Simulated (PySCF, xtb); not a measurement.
TeBrI, SMILES [Te](Br)I.

xtb with GFN2-xTB at its own geometry gives an orbital gap of 2.86 eV and a dipole moment of 6.25 D.

Geometry: B3LYP-D3(BJ)/def2-SVP. The def2 effective core potentials stand for the cores of I, Te; spin–orbit coupling is left out.

Problem. What does HF/def2-TZVPD (PySCF) give? (Estimate from the structure and the level; the computed values follow.)

Solution. gap 8.51 eV (levels -8.94 and -0.42 eV), dipole 1.59 D.
